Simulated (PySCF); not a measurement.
Bond curve of LiBr

Set-up: basis Li pcseg-1, Br pcseg-1; no relativity; PySCF 2.14. Energies in eV from Li + Br in their ground configurations at the same level. State: ¹Σ⁺ (singlet), closed shell.

All columns are revPBE. A positive dipole means Li(−)Br(+).

```tsv
R (Å)	E (eV)	μ (D)	Mulliken charge on Li (basis-dependent)	HOMO (eV)	LUMO (eV)	Mayer bond order	⟨S²⟩
1.880	-3.601	-5.56	0.49	-5.94	-1.85	0.94	0.00
1.967	-3.904	-5.89	0.52	-5.79	-1.91	0.89	0.00
2.055	-4.079	-6.22	0.54	-5.64	-1.97	0.85	0.00
2.120	-4.146	-6.47	0.55	-5.54	-2.02	0.82	0.00
2.186	-4.171	-6.72	0.56	-5.44	-2.08	0.81	0.00
2.252	-4.162	-6.97	0.57	-5.34	-2.13	0.79	0.00
2.339	-4.110	-7.30	0.58	-5.21	-2.21	0.78	0.00
2.448	-3.999	-7.72	0.58	-5.06	-2.30	0.76	0.00
2.579	-3.822	-8.22	0.59	-4.90	-2.43	0.75	0.00
2.754	-3.550	-8.89	0.59	-4.69	-2.59	0.73	0.00
```

A fit through these points gives, at Re = 2.199 Å, μ = -6.77 D and dμ/dR = -3.81 D/Å; the reduced mass is 6.443 u.

**Question.** How strong is the fundamental in the double-harmonic approximation, I = 42.26·(dμ/dR)²/μred km/mol?

**Answer.** I = 42.26·(-3.81)²/6.443 = 95.2 km/mol at revPBE.
